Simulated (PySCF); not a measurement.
Species: C5H4F2O2.
Bonds: F1–C2, C2–F3, C2–O4, O4–C5, C5–C6 (aromatic), C6–C7 (aromatic), C7–C8 (aromatic), C8–O9 (aromatic), C5–O9 (aromatic). Hydrogens: H10 on C2; H11 on C6; H12 on C7; H13 on C8.

Torsions of this conformer, `[F:1][CH:2]([F:3])[O:4][c:5]1[cH:6][cH:7][cH:8][o:9]1`: F1–C2–O4–C5 -79°, C2–O4–C5–C6 -179°.

The closed-shell ground state was solved at several levels (PySCF, density fitting, gas phase, non-relativistic). The structure is a single PBE0-D3(BJ)/def2-SVP conformer in the gas phase; no vibrational or solvent corrections.

```
              level  basis functions  HOMO (eV)  LUMO (eV)  gap (eV)  dipole (D)
      PBE0/pcSseg-1              173      -6.52       0.24      6.76        2.38
CAM-B3LYP/def2-SVPD              224      -7.85       1.17      9.02        2.52
        B3LYP/pcJ-1              283      -6.30       0.01      6.31        2.40
```

**Question.** What might KT2/pcSseg-1 (173 basis functions) give for the same quantities?

**Answer.** HOMO -5.41 eV, LUMO -0.69 eV, gap 4.72 eV, dipole 2.15 D.

**Question.** Over all these levels, which gives the widest orbital gap and which the narrowest?

**Answer.** CAM-B3LYP/def2-SVPD (range-separated hybrid) has the widest, 9.02 eV, and KT2/pcSseg-1 (GGA) the narrowest, 4.72 eV. Functional and basis both differ between the two, so the spread mixes both effects.

**Question.** How far do the dipole and the HOMO energy spread over the levels?

**Answer.** The dipole runs from 2.15 to 2.52 D (mean 2.36 D) and the HOMO from -7.85 to -5.41 eV.
